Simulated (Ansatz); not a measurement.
Task: Name a neutral molecule of C, Cl, Ti and H with ideal-gas entropy at 298 K and 1 bar (rigid rotor, harmonic PBE0-D4/def2-TZVP) between 381 and 397 J/(mol·K) and zero-point energy (PBE0-D4/def2-TZVP) between 56 and 72 kJ/mol (Ansatz, PBE0-D4/def2-TZVP geometry).

Result: `C#[C][Ti]([Cl])([Cl])[Cl]` (390 J/(mol·K), 59.6 kJ/mol). Other molecules can fit too; these were computed, each in one conformer that needn't be the lowest.
